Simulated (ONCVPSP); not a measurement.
# Before and after: ONCV potential for lithium

```
Element                 : Li
Generator               : ONCVPSP 4.0.1
Type                    : optimised norm-conserving Vanderbilt (ONCV)
Functional              : LDA (Perdew-Wang 92)
Relativity              : scalar-relativistic
Frozen core             : none
Valence charge          : 3
Reference configuration : 1s2 2s1
Partial waves           : 1s+2s: rc 0.95 bohr, ncon 4, nbas 8, qcut 9.8 1/bohr, 2 projectors; p scattering state at 0.07 Ha: rc 0.75 bohr, ncon 3, nbas 7, qcut 10.4 1/bohr, local
Local potential         : the p channel
Core correction         : none
```

Change: s: qcut 12; p: qcut 12.7.

Cutoffs: the cutoffs (Ha) at which the residual kinetic energy of the hardest occupied pseudo-wave falls to 1 and 0.1 mHa per electron; they do not see the model core or the augmentation charge, which bear on the density cutoff. Errors are all-electron minus pseudo energies relative to the spin-unpolarised reference configuration.

Predict the effect on cutoff, ghosts and configuration errors.

The potential gets neither clearly harder nor softer (43 Ha and 112 Ha → 52 Ha and 62 Ha); of the 4 tests that both files solve, the error grows in 0 and shrinks in 1 by more than 15 % and 0.3 meV (median size 0.3 → 0.2 meV); neither file shows a bound ghost.

| quantity | base | changed |
| --- | --- | --- |
| cutoff, loose | 43 Ha | 52 Ha |
| cutoff, tight | 112 Ha | 62 Ha |
| bound ghosts | none | none |
| GHOST(+) flags under 300 eV | none | none |
| error for 1s2 2s0, meV [ΔE 5.24 eV] | +0.2 | +0.2 |
| error for 1s2 2s0.5, meV [ΔE 2.04 eV] | 0.0 | 0.0 |
| error for 1s2 2s0 2p1, meV [ΔE 1.75 eV] | +0.4 | +0.3 |
| error for 1s1 2s1, meV [ΔE 67.39 eV] | +612 | +454 |
| s: phases at 0.96 bohr within 0.05 rad from the reference energy up to (Ha; the scan ends near 5) | to the end of the scan | to the end of the scan |
| p: phases at 0.76 bohr within 0.05 rad from the reference energy up to (Ha; the scan ends near 5) | to the end of the scan | to the end of the scan |
